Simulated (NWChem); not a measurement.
C$_{3}$H$_{3}$N$_{2}$, doublet; SMILES [c]1cnc[nH]1

```xyz
8

C     -1.1976    -0.0225     0.0000
C     -0.4083    -1.1552     0.0000
N      0.9085    -0.7388     0.0000
C      0.9111     0.5892     0.0000
N     -0.3694     1.0754     0.0000
H     -0.6964    -2.2115     0.0000
H      1.8039     1.2279     0.0000
H     -0.6689     2.0513     0.0000
```
Atoms are numbered in this order, from 1.

All runs: NWChem. Pople sets run with spherical d functions. Spin-unrestricted. Spin-contaminated determinants: UHF/6-31G* (<S²> = 1.02). In the optimisation the excess spin sits in a' (Cs, its own frame). All runs use the structure optimised with PBE-D3(BJ)/def2-SVP, spin-unrestricted. No stability test was run on the SCF state. Atomic charges in e: unrestrained fits to the electrostatic potential beside Mulliken populations; buried atoms are poorly determined by the fit.

For level UHF/6-31G*:

```yaml
ESP C1: -0.02
Mulliken C1: 0.20
Mulliken N3: -0.51
Mulliken C4: 0.27
ESP N5: -0.31
Mulliken N5: -0.76
```

Task: How do the values read with level B3LYP/def2-SVP instead?

Result: ESP C1: -0.14
Mulliken C1: 0.02
Mulliken N3: -0.18
Mulliken C4: 0.09
ESP N5: -0.10
Mulliken N5: -0.10
